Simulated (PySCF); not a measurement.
**Calculated NMR parameters of COCO[SiH2]O[SiH3]**

```yaml
Formula: C2H10O3Si2
SMILES: COCO[SiH2]O[SiH3]
InChI: InChI=1S/C2H10O3Si2/c1-3-2-4-7-5-6/h2,7H2,1,6H3
Point_group_of_the_computed_structure: C1
Degrees_of_unsaturation: 0
Carbon_signals: 2
Proton_signals: 4
```

Numbering as in the mapped SMILES `[CH3:1][O:2][CH2:3][O:4][SiH2:5][O:6][SiH3:7]`. Each H is labelled by its parent atom.

PySCF calculation with geometry: GFN2-xTB and GIAO PBE0/pcSseg-1 shieldings; averaged over atoms made equivalent by symmetry, fast rotation or ring inversion, non-relativistic, isolated molecule, a single conformation.

δ = σ(ref) − σ, references computed at the same level: TMS for ¹H and ¹³C and ²⁹Si; ¹⁷O against H2O.

```tsv
carbon	δC, type	δH (multiplicity)	HMBC from (2–3 bonds)	span of the C tensor (ppm)
C1	57.2, CH3	3.65 (s)	H(C3)	89
C3	93.7, CH2	5.18 (s)	H(Si5), H(C1)	53
```

Other nuclei:
```csv
atoms,nucleus,environment,δ (ppm),σ (ppm)
H(Si7),¹H,hydrogen on a silicon bonded to O,5.15,26.57
H(Si5),¹H,hydrogen on a silicon bonded to 2 O,4.98,26.73
Si5,²⁹Si,"silicon bonded to 2 O, 2 H",-38.8,388.0
Si7,²⁹Si,"silicon bonded to O, 3 H",-44.2,393.3
O4,¹⁷O,"oxygen bonded to C, Si",82.1,254.0
O2,¹⁷O,ether oxygen,69.0,267.1
O6,¹⁷O,oxygen bonded to 2 Si,24.6,311.5
```

1. Carbon types of the structure: 1 × CH2, 1 × CH3, leaving 5 H on heteroatoms.
2. δC 93.7: sp3 carbon bearing two oxygens; 2 electronegative neighbours deshield it.
3. δC 57.2: methyl carbon bonded to O; deshielded by the electronegative neighbour.
4. δH 5.18: hydrogen on an sp3 carbon bearing two oxygens; its carbon carries O, which withdraws density.
5. δH 4.98: hydrogen on a silicon bonded to 2 O.
6. δH 3.65: hydrogen on a methyl carbon bonded to O; its carbon carries O, an electronegative neighbour.

Shifts are as computed. Against solution values, carbons near 30 ppm lie about +3 ppm off and those near 130 ppm about +5 ppm. Of 1309 compounds with measured shifts, 239 miss one by over three times the rms of a fit or turn the order of signals round; such compounds aren't used in these exercises. Experimental scales use liquid or dissolved standards, which lie at an offset from isolated H2O (liquid H2O: subtract about 36 ppm). No couplings were computed; multiplicities are counted from neighbouring protons, with m where these are inequivalent, close in shift, in a saturated or five-membered ring or joined by F or P, and br s for small geminal =CH2 splittings.
